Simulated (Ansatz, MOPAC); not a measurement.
Molecule: SiHF, charge 0, multiplicity 1. SMILES: F[SiH]
Structure (B3LYP-D3(BJ)/def2-TZVP (Ansatz, a quantum-chemistry and plane-wave program) minimum search):
```
Si
F 1 1.6199
H 1 1.5380 2 96.45
```
Charge 0, spin multiplicity 1.

Wanted: vertical electron affinity to the doublet, in eV. Set-up: each state is the SCF solution reached for its charge and spin; spin-orbit terms left out; dispersion terms only where a functional's name holds one; 6-31G* and kin with 6d, 5d where marked; open shells spin-unrestricted; non-relativistic. Ab initio and DFT rows: single points at B3LYP-D3(BJ) geometries (Ansatz). Semi-empirical rows: differences of heats of formation at the shared geometry for vertical values. Sets without +, aug- or the D of def2-TZVPD hold no diffuse functions, which anions need.

```json
[
 {"species": "charge -1, doublet", "coefficient": "-1", "E at B3LYP/6-31G* (Ansatz), Eh": "-389.93106", "E at PBE/def2-TZVPD (Ansatz), Eh": "-389.76383", "heat of formation at AM1 (MOPAC), kcal/mol": "-66.54"},
 {"species": "charge 0, singlet", "coefficient": "+1", "E at B3LYP/6-31G* (Ansatz), Eh": "-389.92519", "E at PBE/def2-TZVPD (Ansatz), Eh": "-389.74101", "heat of formation at AM1 (MOPAC), kcal/mol": "-41.29"}
]
```

 1 Eh = 27.2114 eV and 1 eV = 23.0605 kcal/mol.

Problem. Work the quantity out at each level.

Solution. 
- B3LYP/6-31G*: the sum of coefficient times E is 0.00587 Eh, or 0.160 eV. Result: 0.16 eV.
- PBE/def2-TZVPD: the sum of coefficient times E is 0.02282 Eh, or 0.621 eV. Result: 0.62 eV.
- AM1: the sum of coefficient times heat of formation is 25.25 kcal/mol, or 1.09 eV.
